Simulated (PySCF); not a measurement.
Boric acid, SMILES OB(O)O (H3BO3), PBE0/def2-SVP optimised geometry.

```
7

O     -1.15    -1.21     0.00
B     -0.50    -0.01     0.00
O      0.87    -0.01     0.00
O     -1.28     1.11     0.00
H     -0.52    -1.94     0.00
H      1.28     0.85     0.00
H     -0.80     1.94     0.00
```

Density from PBE0/def2-TZVP (PySCF 2.14.0) at that geometry.

Minimum of the electron density along straight lines between bonded atoms, close to the bond critical point (lines longer than 1.1 times the sum of covalent radii, or with two minima, are not listed):

```json
[
 {"bond": "O1–B2", "length / Å": "1.358", "ρ at the minimum / e bohr⁻³": "0.216", "∇²ρ there / e bohr⁻⁵": "0.88", "position (fraction from the first atom)": "0.67"},
 {"bond": "B2–O3", "length / Å": "1.374", "ρ at the minimum / e bohr⁻³": "0.204", "∇²ρ there / e bohr⁻⁵": "0.86", "position (fraction from the first atom)": "0.33"},
 {"bond": "B2–O4", "length / Å": "1.365", "ρ at the minimum / e bohr⁻³": "0.209", "∇²ρ there / e bohr⁻⁵": "0.90", "position (fraction from the first atom)": "0.33"},
 {"bond": "O1–H5", "length / Å": "0.961", "ρ at the minimum / e bohr⁻³": "0.360", "∇²ρ there / e bohr⁻⁵": "-2.48", "position (fraction from the first atom)": "0.81"},
 {"bond": "O3–H6", "length / Å": "0.959", "ρ at the minimum / e bohr⁻³": "0.361", "∇²ρ there / e bohr⁻⁵": "-2.47", "position (fraction from the first atom)": "0.81"},
 {"bond": "O4–H7", "length / Å": "0.959", "ρ at the minimum / e bohr⁻³": "0.362", "∇²ρ there / e bohr⁻⁵": "-2.48", "position (fraction from the first atom)": "0.81"}
]
```
